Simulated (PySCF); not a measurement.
**Bonding in `CN(C)c1cncpc1C#N`**

C7H8N3P.
SMILES with atom numbers: `[CH3:1][N:2]([CH3:3])[c:4]1[cH:5][n:6][cH:7][p:8][c:9]1[C:10]#[N:11]` (hydrogens: H12, H13, H14 on C1; H15, H16, H17 on C3; H18 on C5; H19 on C7)

Geometry (GFN2-xTB, Å), atoms numbered from 1 in this order:
```xyz
19
C7H8N3P angstrom
C     -1.6092   -1.4272    0.5254
N     -0.9740   -0.2460   -0.0098
C     -1.8399    0.6279   -0.7651
C      0.3708   -0.0617    0.0697
C      1.2161   -1.1664    0.3322
N      2.5237   -1.1665    0.3721
C      3.2513   -0.0893    0.1827
P      2.6883    1.5326   -0.0820
C      0.9597    1.2140   -0.0844
C      0.2074    2.4016   -0.1641
N     -0.3249    3.4205   -0.1811
H     -1.1202   -1.7419    1.4466
H     -1.6017   -2.2599   -0.1871
H     -2.6443   -1.1823    0.7611
H     -1.2756    1.1633   -1.5270
H     -2.5964    0.0234   -1.2682
H     -2.3421    1.3604   -0.1266
H      0.7780   -2.1421    0.4890
H      4.3233   -0.2511    0.2093
```

Bond orders from the PBE0/pcSseg-1 density (PySCF). Geometry: GFN2-xTB; no solvent, vibrations or thermal averaging.

Task: Where do the orders between heavy atoms depart from those drawn in the SMILES?

Result: The largest departure is 0.267, at C4–C5 (drawn aromatic, 1.233), counting aromatic bonds as 1.5. The bonds drawn aromatic range from 1.23 to 1.57.

Task: Give the Mayer order of every bond between heavy atoms, beside its length.

Result: 
| bond | drawn as | length (Å) | Mayer order |
| --- | --- | --- | --- |
| C1–N2 | single | 1.444 | 0.959 |
| N2–C3 | single | 1.444 | 0.940 |
| N2–C4 | single | 1.360 | 1.057 |
| C4–C5 | aromatic | 1.416 | 1.233 |
| C5–N6 | aromatic | 1.308 | 1.566 |
| N6–C7 | aromatic | 1.314 | 1.419 |
| C7–P8 | aromatic | 1.737 | 1.323 |
| P8–C9 | aromatic | 1.758 | 1.250 |
| C9–C10 | single | 1.408 | 1.094 |
| C10–N11 | triple | 1.150 | 2.984 |
| C9–C4 | aromatic | 1.413 | 1.242 |

Bonds between the same two heavy elements. C–N: lowest N2–C3 (0.940, 1.444 Å), highest C10–N11 (2.984, 1.150 Å). C–C: lowest C9–C10 (1.094, 1.408 Å), highest C9–C4 (1.242, 1.413 Å); in 2 of the 3 pairs the longer bond (by over 0.003 Å) has the higher order (by 0.02 or more). C–P: lowest P8–C9 (1.250, 1.758 Å), highest C7–P8 (1.323, 1.737 Å).

Task: And the bonds to hydrogen?

Result: C–H: 0.95 to 0.96 (8 bonds).

Task: Sum the orders of all bonds at each heavy atom with more than one neighbour and set the sums beside the valence in the SMILES.

Result: C1 3.826 (drawn 4), N2 2.956 (drawn 3), C3 3.805 (drawn 4), C4 3.532 (drawn 4), C5 3.760 (drawn 4), N6 2.985 (drawn 3), C7 3.690 (drawn 4), P8 2.573 (drawn 3), C9 3.586 (drawn 4), C10 4.078 (drawn 4). Orders between atoms that aren't bonded are not in these sums.

Mayer orders depend on the basis set.
